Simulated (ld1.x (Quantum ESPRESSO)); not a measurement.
u(r) = r·R(r): atom against pseudo-atom (copper (Cu))

Columns: radius, all-electron u(r) and pseudo u(r) of the 4s shell (level -4.86 eV) of copper in the configuration [Ar] 3d10 4s1 4p0; LDA (PZ), scalar-relativistic, PAW scheme, ld1.x (Quantum ESPRESSO) 7.5.

```json
{"r (bohr)": "0.125", "all-electron": "-0.1346", "pseudo": "-0.0597"}
{"r (bohr)": "0.250", "all-electron": "-0.0564", "pseudo": "-0.1188"}
{"r (bohr)": "0.375", "all-electron": "0.1557", "pseudo": "-0.1766"}
{"r (bohr)": "0.500", "all-electron": "0.2536", "pseudo": "-0.2325"}
{"r (bohr)": "0.625", "all-electron": "0.2305", "pseudo": "-0.2860"}
{"r (bohr)": "0.750", "all-electron": "0.1367", "pseudo": "-0.3365"}
{"r (bohr)": "0.875", "all-electron": "0.0147", "pseudo": "-0.3837"}
{"r (bohr)": "1.000", "all-electron": "-0.1102", "pseudo": "-0.4272"}
{"r (bohr)": "1.125", "all-electron": "-0.2254", "pseudo": "-0.4667"}
{"r (bohr)": "1.250", "all-electron": "-0.3254", "pseudo": "-0.5020"}
{"r (bohr)": "1.375", "all-electron": "-0.4087", "pseudo": "-0.5329"}
{"r (bohr)": "1.500", "all-electron": "-0.4758", "pseudo": "-0.5594"}
{"r (bohr)": "1.625", "all-electron": "-0.5280", "pseudo": "-0.5815"}
{"r (bohr)": "1.750", "all-electron": "-0.5672", "pseudo": "-0.5992"}
{"r (bohr)": "1.875", "all-electron": "-0.5950", "pseudo": "-0.6125"}
{"r (bohr)": "2.000", "all-electron": "-0.6132", "pseudo": "-0.6216"}
{"r (bohr)": "2.125", "all-electron": "-0.6233", "pseudo": "-0.6266"}
{"r (bohr)": "2.250", "all-electron": "-0.6266", "pseudo": "-0.6274"}
{"r (bohr)": "2.375", "all-electron": "-0.6242", "pseudo": "-0.6243"}
{"r (bohr)": "2.500", "all-electron": "-0.6173", "pseudo": "-0.6173"}
{"r (bohr)": "2.625", "all-electron": "-0.6066", "pseudo": "-0.6066"}
{"r (bohr)": "2.750", "all-electron": "-0.5930", "pseudo": "-0.5930"}
{"r (bohr)": "2.875", "all-electron": "-0.5770", "pseudo": "-0.5770"}
{"r (bohr)": "3.000", "all-electron": "-0.5592", "pseudo": "-0.5592"}
{"r (bohr)": "3.125", "all-electron": "-0.5401", "pseudo": "-0.5401"}
{"r (bohr)": "3.250", "all-electron": "-0.5201", "pseudo": "-0.5201"}
```

**Question.** How many radial nodes do the two functions have?

**Answer.** The all-electron 4s function has n − l − 1 = 3 (the table is too coarse to show those close to the nucleus); the pseudo-wave has 0, since the states of the same l below it are removed with the core.

**Question.** At about which radius was the pseudo-wave matched?

**Answer.** 2.50 bohr, where the columns begin to agree (steps of 0.12 bohr).

**Question.** Is the pseudo-wave norm-conserving?

**Answer.** No, it belongs to a PAW set: the norm inside the radius is not constrained, and the difference is carried by the augmentation charge.
